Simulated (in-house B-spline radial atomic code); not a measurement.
Settings and results of a run for the palladium ion Pd²⁺ (an excited or competing configuration). All numbers are computed (scalar-relativistic (X2C) Hartree-Fock with fractional occupations, spin-polarised, spherical fractional occupations; Fermi nucleus of rms radius 4.5318 fm) with an all-electron radial atomic-structure program (B-spline basis), not measured.

In the input, 3d5,1 would mean five up and one down electron.

Command:
```bash
python run_scf.py task.json out
```
Settings (nuclear radius in fm, mass in u):
```
Z                46
configuration    1s2 2s2 2p6 3s2 3p6 3d10 4s2 4p2,3 4d3,5 5p1,0
hamiltonian      x2c
method           hf,
spin_polarised   True
nucleus          fermi
rms_radius       4.5318
atomic_mass      105.90348
speed_of_light   137.035999084
```

Output (hartree, bohr):
```
 radial grid: 79 intervals, B-splines of order 8, outer radius 53.7037 bohr

 iter        energy (Eh)    residual
    1       -5027.939865    5.10e-01
    2       -5034.968793    3.27e-01
    3       -5038.417241    8.64e-02
    4       -5038.695978    2.15e-02
    5       -5038.717190    1.22e-02
    6       -5038.721904    1.77e-03
    7       -5038.721972    3.33e-04
    8       -5038.721981    1.07e-04
    9       -5038.721981    1.21e-05
   10       -5038.721981    3.43e-06
   11       -5038.721981    2.41e-07

 total energy                     -5038.72198
 kinetic                            5264.8611
 electron-nucleus                 -12165.8809
 Hartree                            2003.2558
 exact exchange                     -140.9580

 orbital      occ     eigenvalue          <r>       <r^2>       <1/r>       r_max
 1s up      1.000      -900.8572    0.0313044  0.00133493     50.1147     0.02002
 1s down    1.000      -900.8741    0.0313049  0.00133498      50.114     0.02002
 2s up      1.000      -135.7731     0.137626   0.0224008     11.3198      0.1165
 2s down    1.000      -135.8186     0.137648   0.0224088      11.318      0.1165
 2p up      3.000      -121.6648     0.120413   0.0177279     10.6187     0.09318
 2p down    3.000      -121.7189     0.120425   0.0177322      10.618     0.09318
 3s up      1.000       -26.9083     0.376764    0.162404      3.9221      0.3409
 3s down    1.000       -26.9499     0.376872    0.162581     3.92355      0.3408
 3p up      3.000       -22.1332     0.376638    0.164702     3.67487      0.3347
 3p down    3.000       -22.1883     0.376568    0.164738     3.67799      0.3344
 3d up      5.000       -14.5622      0.35622    0.150985     3.42417      0.2828
 3d down    5.000       -14.6267      0.35602     0.15092     3.42724      0.2824
 4s up      1.000        -4.8919     0.941413     1.00218     1.46131      0.8478
 4s down    1.000        -5.2720     0.941181     1.00005     1.45927      0.8506
 4p up      2.000        -3.2489      1.03527     1.22493     1.29853      0.9076
 4p down    3.000        -3.8141      1.02086     1.18653     1.31545      0.9049
 4d up      3.000        -1.1623       1.3795      2.2732    0.961445       1.078
 4d down    5.000        -1.6150      1.26496     1.87372     1.03676       1.043
 5p up      1.000        -0.5170      3.30994     12.3546    0.376563       2.861
```

Run time, properties included: 0.45 s on 1 thread of Arm Neoverse N1, on a shared host.

Caution: exact exchange at fractional occupations of open shells leaves self-interaction of up to several eV.

One-electron X2C: radii and densities carry no picture-change correction, so inner-shell <1/r> comes out high (for 1s by about 2 % at Z = 33, 5 % at 54, 10 % at 75, 30 % at 118) and <r> low.
